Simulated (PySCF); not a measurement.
## Low-lying terms of Cd²⁺ (cadmium, charge +2)

Ground state [Kr] 4d10, ¹S. All numbers are calculated (PySCF 2.14, scalar relativity through the core potential, in def2-TZVP with the def2 core potential (28 electrons)). Vertical excitation energies in eV without spin-orbit coupling; excited terms of each kind are numbered among those the solver found. Frozen: 4s2 4p6.

| term | leading excitation | EOM-EE-CCSD |
| --- | --- | --- |
| 1 3D | 4d → s | 10.621 |
| 1 1D | 4d → s | 11.225 |
| 1 3P° | 4d → p | 17.315 |
| 1 3F° | 4d → p | 17.709 |
| 1 1F° | 4d → p | 17.940 |
| 1 1D° | 4d → p | 18.323 |
| 1 3D° | 4d → p | 18.349 |
| 1 1P° | 4d → p | 18.457 |
| 2 3D | 4d → s | 25.624 |
| 2 1D | 4d → s | 25.758 |

The spin-orbit splitting of the hole, absent here, rivals or exceeds the spacing of these terms, so the LS terms are model states.

The solver can miss terms. Rydberg members are limited by the diffuse functions of the basis.
